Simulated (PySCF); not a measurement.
Cl2GeH, multiplicity 2. Atoms are numbered in the order given.

```xyz
4

Cl     0.0247     0.6407     1.7602
Ge    -0.0649    -0.6339     0.0000
Cl     0.0247     0.6407    -1.7602
H      1.2368    -1.4983     0.0000
```
Charge 0, spin multiplicity 2.

Geometry optimised at B3LYP-D3(BJ)/def2-TZVP. The isomer is the one that the SMILES or the coordinates give; other isomers of the formula were not compared.

Method: PBE/def2-TZVPD in PySCF.

Mulliken values depend strongly on the basis, most of all with diffuse functions as here. ESP charges are fitted to the potential on shells at 1.4 to 2.0 van der Waals radii. Atomic charges (e):

```csv
atom,ESP fit,Mulliken,meta-Löwdin,Mulliken spin
Cl1,-0.13,-0.29,-0.24,0.10
Ge2,0.22,0.48,0.51,0.66
Cl3,-0.13,-0.29,-0.24,0.10
H4,0.03,0.10,-0.02,0.14
```
